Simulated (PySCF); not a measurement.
Partial charges of `C=C(C#C[SiH2]C)C(=O)O`

C6H8O2Si.
Numbering: `[CH2:1]=[C:2]([C:3]#[C:4][SiH2:5][CH3:6])[C:7](=[O:8])[OH:9]` (hydrogens: H10, H11 on C1; H12, H13 on Si5; H14, H15, H16 on C6; H17 on O9)

Structure used (GFN2-xTB), in Å, numbered top down from 1:
```
atom  x, y, z in Å
C1     2.7352    1.7318    0.2125
C2     1.9677    0.6383    0.2755
C3     0.5591    0.6637    0.1591
C4    -0.6460    0.6745    0.0601
Si5   -2.4903    0.6653   -0.0890
C6    -3.0821   -1.1307    0.0651
C7     2.6113   -0.6913    0.4772
O8     3.7976   -0.8649    0.5915
O9     1.7261   -1.6938    0.5202
H10    2.3152    2.7114    0.0657
H11    3.8041    1.6420    0.3093
H12   -3.0348    1.4928    0.9952
H13   -2.8424    1.2223   -1.4015
H14   -2.6543   -1.7543   -0.7152
H15   -4.1638   -1.1973   -0.0145
H16   -2.7939   -1.5593    1.0211
H17    2.1844   -2.5386    0.6510
```

Density: PBE0/pcSseg-1 (PySCF); schemes: Mulliken, IAO, Hirshfeld and ESP-fitted. The structure is a single GFN2-xTB conformer in the gas phase; no vibrational or solvent corrections.

**Question.** What partial charge does each atom carry?

**Answer.** In e; atoms taken as equivalent share a row and are averaged (×n: the atom named and its like, n in all):

| atom | environment | Mulliken | IAO | Hirshfeld | ESP-fitted |
| --- | --- | --- | --- | --- | --- |
| C1 | terminal =CH2 carbon | +0.038 | -0.234 | -0.043 | -0.382 |
| C2 | fully substituted alkene carbon | -0.699 | -0.068 | -0.006 | +0.056 |
| C3 | alkyne carbon | +0.463 | -0.017 | -0.046 | -0.025 |
| C4 | alkyne carbon | -0.405 | -0.332 | -0.154 | -0.353 |
| Si5 | SiH2 silicon | +0.655 | +0.793 | +0.367 | +0.721 |
| C6 | Si-methyl carbon | -0.625 | -0.715 | -0.207 | -0.574 |
| C7 | carboxylic acid carbon | +0.570 | +0.529 | +0.210 | +0.674 |
| O8 | acid carbonyl oxygen | -0.405 | -0.466 | -0.268 | -0.540 |
| O9 | acid hydroxyl oxygen | -0.358 | -0.467 | -0.163 | -0.552 |
| H10 | vinylic hydrogen | +0.126 | +0.175 | +0.066 | +0.212 |
| H11 | vinylic hydrogen | +0.136 | +0.182 | +0.060 | +0.199 |
| H12/H13 | Si–H hydrogen | -0.086 | -0.120 | -0.074 | -0.148 |
| H14/H15/H16 | methyl hydrogen | +0.143 | +0.160 | +0.046 | +0.144 |
| H17 | acid proton | +0.245 | +0.377 | +0.192 | +0.428 |

Mean size of the charges over all atoms: ESP-fitted 0.320 e, Mulliken 0.313 e, IAO 0.299 e, Hirshfeld 0.122 e. Each set sums to the total charge, 0, to within 0.001 e. The Mulliken scheme gives each basis function's population to the atom it is centred on and halves the overlap population of two atoms between them. The Hirshfeld scheme divides the density at each point in proportion to the densities of the neutral, spherically averaged free atoms.

Lowest charge. The schemes don't all agree: Mulliken C2 (-0.699); IAO C6 (-0.715); Hirshfeld O8 (-0.268); ESP-fitted C6 (-0.574).

Highest charge. All schemes agree: Mulliken Si5 (+0.655); IAO Si5 (+0.793); Hirshfeld Si5 (+0.367); ESP-fitted Si5 (+0.721).

**Question.** Sum the charges by element, for elements with more than one atom.

**Answer.** 
| element | atoms | Mulliken | IAO | Hirshfeld | ESP-fitted |
| --- | --- | --- | --- | --- | --- |
| C | 6 | -0.658 | -0.836 | -0.245 | -0.604 |
| O | 2 | -0.763 | -0.933 | -0.430 | -1.092 |
| H | 8 | +0.766 | +0.976 | +0.308 | +0.974 |

**Question.** How closely do the schemes follow one another over all atoms?

**Answer.** Correlation coefficient and root-mean-square difference: IAO with ESP-fitted 0.98, 0.078 e; IAO with Hirshfeld 0.97, 0.224 e; Hirshfeld with ESP-fitted 0.96, 0.242 e; Mulliken with IAO 0.84, 0.214 e; Mulliken with Hirshfeld 0.79, 0.276 e; Mulliken with ESP-fitted 0.78, 0.256 e.

**Question.** How many electrons does the Mulliken scheme count on C3?

**Answer.** Z − q = 6 − (+0.463) = 5.537.
